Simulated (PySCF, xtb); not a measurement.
W(O)(S)(Br)(SH) (BrHOS₂W), SMILES [Br][W](=[S])([SH])=[O], multiplicity 1. Other conformers were not sampled.

Harmonic wavenumbers (cm⁻¹) from GFN2-xTB run with xtb 6.7.1 at its own minimum, in rising order: 82, 105, 112, 157, 178, 238, 262, 319, 500, 514, 882, 2331.

**Question.** What does PBE-D3(BJ)/def2-SVP run with PySCF give at its own minimum? (Estimate from the structure and the level; the computed values follow.)

**Answer.** 93, 112, 124, 194, 241, 285, 297, 388, 531, 625, 976, 2578. Paired by order, the mean absolute difference is 64 cm⁻¹ and the zero-point energies are 8.1 and 9.2 kcal/mol.
